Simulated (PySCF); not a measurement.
Gas-phase reaction: 4 InH + O2 = 2 In2O + 4 H

Method: PySCF energies (xtb for GFN2) plus ideal-gas RRHO corrections (1 bar). † marks an energy on the PBE0/def2-TZVP geometry and frequencies; other levels use their own. MP2 freezes the core. Open shells (unrestricted): O2 (multiplicity 3), H (multiplicity 2); the rest are closed-shell singlets. GFN2 has no spin-polarisation term. B3LYP is the form with VWN-RPA correlation. In: scalar-relativistic def2 core potential, no spin-orbit coupling. InH: computed as isolated molecules; such fragments, hydroxides, amides, oligomers or adducts are transient or little studied in the gas. MP2 isn't extrapolated to the basis-set limit; its ΔH°(298 K) is -108.4 kJ in def2-SVP and -148.9 kJ in def2-TZVPP. The harmonic model lacks anharmonicity and excited electronic states, which grow with temperature; levels with a mode under 35 cm⁻¹ are left out. Soft modes under 120 cm⁻¹ make the harmonic entropy rough for In2O.

```
level               ΔE electronic, kJ  ΔH°(298 K), kJ  ΔS°(298 K), J/K  ΔG°(1000 K), kJ
------------------  -----------------  --------------  ---------------  ---------------
B3LYP/def2-TZVP†                   64              43               33              -14
GFN2-xTB                          -33             -48               15              -85
HF/def2-TZVP†                     -14             -35               33              -92
M06-2X/def2-TZVP†                 -13             -35               33              -92
MP2/def2-SVP†                     -87            -108               33             -165
MP2/def2-TZVPP†                  -127            -149               33             -206
PBE/def2-SVP                       33              14               43              -52
PBE/def2-TZVP†                     12             -10               33              -67
PBE0/def2-TZVP                     33              12               33              -45
LDA/def2-TZVP†                     17              -4               33              -61
ωB97X-V/def2-TZVP†                 41              20               33              -37
```
ΔH° is lowest at MP2/def2-TZVPP† and highest at B3LYP/def2-TZVP†. No reference value is set beside these.
